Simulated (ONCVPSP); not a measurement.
# u(r) = r·R(r): atom against pseudo-atom (iron (Fe))

Columns: radius, all-electron u(r) and pseudo u(r) of the 3d shell (level -7.50 eV) of iron in the configuration [Ne] 3s2 3p6 3d6 4s2; PBE, scalar-relativistic, ONCV scheme, ONCVPSP 4.0.1.

```json
{"r (bohr)": "0.068", "all-electron": "0.0280", "pseudo": "0.0076"}
{"r (bohr)": "0.135", "all-electron": "0.1333", "pseudo": "0.0549"}
{"r (bohr)": "0.202", "all-electron": "0.2858", "pseudo": "0.1628"}
{"r (bohr)": "0.270", "all-electron": "0.4490", "pseudo": "0.3271"}
{"r (bohr)": "0.338", "all-electron": "0.5959", "pseudo": "0.5171"}
{"r (bohr)": "0.405", "all-electron": "0.7139", "pseudo": "0.6921"}
{"r (bohr)": "0.473", "all-electron": "0.8044", "pseudo": "0.8281"}
{"r (bohr)": "0.540", "all-electron": "0.8658", "pseudo": "0.9097"}
{"r (bohr)": "0.608", "all-electron": "0.9034", "pseudo": "0.9455"}
{"r (bohr)": "0.675", "all-electron": "0.9200", "pseudo": "0.9489"}
{"r (bohr)": "0.742", "all-electron": "0.9208", "pseudo": "0.9355"}
{"r (bohr)": "0.810", "all-electron": "0.9095", "pseudo": "0.9145"}
{"r (bohr)": "0.878", "all-electron": "0.8893", "pseudo": "0.8902"}
{"r (bohr)": "0.945", "all-electron": "0.8633", "pseudo": "0.8633"}
{"r (bohr)": "1.013", "all-electron": "0.8329", "pseudo": "0.8328"}
{"r (bohr)": "1.080", "all-electron": "0.8005", "pseudo": "0.8005"}
{"r (bohr)": "1.148", "all-electron": "0.7664", "pseudo": "0.7663"}
{"r (bohr)": "1.215", "all-electron": "0.7322", "pseudo": "0.7321"}
{"r (bohr)": "1.283", "all-electron": "0.6977", "pseudo": "0.6976"}
{"r (bohr)": "1.350", "all-electron": "0.6643", "pseudo": "0.6642"}
{"r (bohr)": "1.418", "all-electron": "0.6313", "pseudo": "0.6312"}
{"r (bohr)": "1.485", "all-electron": "0.5998", "pseudo": "0.5997"}
{"r (bohr)": "1.553", "all-electron": "0.5691", "pseudo": "0.5691"}
{"r (bohr)": "1.620", "all-electron": "0.5402", "pseudo": "0.5401"}
{"r (bohr)": "1.688", "all-electron": "0.5121", "pseudo": "0.5121"}
{"r (bohr)": "1.755", "all-electron": "0.4858", "pseudo": "0.4858"}
```

(1) How many radial nodes do the two functions have?

(2) At about which radius was the pseudo-wave matched?

(3) Where does each function peak?

(4) Is the pseudo-wave norm-conserving?

Results:

(1) The all-electron 3d function has n − l − 1 = 0; the pseudo-wave has 0.

(2) 1.00 bohr, where the columns begin to agree (steps of 0.07 bohr).

(3) Outermost all-electron maximum near 0.74 bohr, pseudo maximum near 0.68 bohr (to the table’s step).

(4) Yes: the ONCV scheme keeps the norm inside the radius equal to the all-electron one, which fixes the energy derivative of the logarithmic derivative at the level.
